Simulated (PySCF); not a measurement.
An equivalent PySCF input for Ar (argon, neutral), [Ar], closed-shell 1S, with scalar relativity by spin-free X2C-1e:

```python
from pyscf import gto, scf, dft, mp, cc
import basis_set_exchange as bse
mol = gto.M(atom="Ar 0 0 0", charge=0, spin=0, symmetry="D2h",
            basis=gto.basis.parse(bse.get_basis("cc-pVTZ-DK", elements=["Ar"], fmt="nwchem", header=False)),
            nucmod="G")
mf = dft.UKS(mol, xc="M062X").sfx2c1e()
mf.irrep_nelec = {'Ag': (3, 3), 'B1u': (2, 2), 'B2u': (2, 2), 'B3u': (2, 2)}
mf.kernel()
```

It reaches the same state as the run whose output follows, with an energy that differs only through the grid. The run itself started from symmetry-adapted Hartree-Fock orbitals and held the occupation by maximum overlap, on a logarithmic radial grid, so the iterations belong to that start.

```
SCF conv_tol = 1e-09
number electrons alpha = 9  beta = 9
XC functionals = M062X
    Y. Zhao and D. G. Truhlar.,  Theor. Chem. Acc. 120, 215 (2008)
    Y. Zhao and D. G. Truhlar.,  Theor. Chem. Acc. 120, 215 (2008)
cycle= 1 E= -529.3659765142  delta_E= -0.00254  |g|= 0.0141  |ddm|= 0.19
cycle= 2 E= -529.366032804526  delta_E= -5.63e-05  |g|= 0.00837  |ddm|= 0.0314
cycle= 3 E= -529.366055611006  delta_E= -2.28e-05  |g|= 0.000209  |ddm|= 0.0082
cycle= 4 E= -529.366055616925  delta_E= -5.92e-09  |g|= 2.9e-05  |ddm|= 0.000199
cycle= 5 E= -529.366055617257  delta_E= -3.33e-10  |g|= 4.98e-07  |ddm|= 4.18e-05
converged SCF energy = -529.366055617257  <S^2> = -2.3092639e-14  2S+1 = 1
```
